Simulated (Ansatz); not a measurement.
System: BaCl$_{2}$, net charge 1, doublet state. 
Structure (B3LYP-D3(BJ)/def2-TZVP (Ansatz, a program for electronic structure) minimum search):
```
Cl
Cl 1 2.6974
Ba 1 2.8060 2 61.27
```
Charge +1, spin multiplicity 2.

Basis-set convergence of Hartree-Fock and MP2 correlation energies (hartree) with Ansatz. Cores are frozen in the correlated levels unless marked. Open shells are spin-unrestricted. Spin-orbit coupling is left out. Frozen are the shells of the preceding noble gas and the d and f shells that filled before the atom's block. The outer core of K, Ca and their heavier congeners is not correlated, a term that matters for these elements. In def2 rows, elements after Kr have scalar-relativistic effective core potentials.

```tsv
basis	functions	E(HF)	E(corr, MP2)
def2-SVPD	87	-943.70940	-0.29700
def2-TZVPPD	142	(withheld)	(withheld)
```

### Question
What belongs in the gaps?

### Answer

- def2-TZVPPD, E(HF): -944.03110
- def2-TZVPPD, E(corr, MP2): -0.38729
